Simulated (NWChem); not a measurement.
Species: C₃H₆F₂Si; SMILES C1[C@@H]([SiH3])C1(F)F

Program: NWChem. Pople sets run with spherical d functions. Geometry: optimised at PBE0/def2-SVP. Level PBE/6-31G*: single points from the atomic guess with DIIS by default; each run changes one setting, and all converged runs end within 0.3 mHa of each other. NWChem's automatic level shift, which a small gap switches on, acted in some of these runs.

Task: Which setting needs the most SCF iterations, or fails (DIIS on 20 Fock matrices; level shift of 0.5 Ha throughout; defaults; occupation smearing of 0.005 Ha; core-Hamiltonian guess)?

Result: core-Hamiltonian guess, with 30 against 9 for the defaults.
```
setting                           SCF iterations
--------------------------------  --------------
defaults                                       9
core-Hamiltonian guess                        30
occupation smearing of 0.005 Ha                9
level shift of 0.5 Ha throughout              11
DIIS on 20 Fock matrices                       8
```
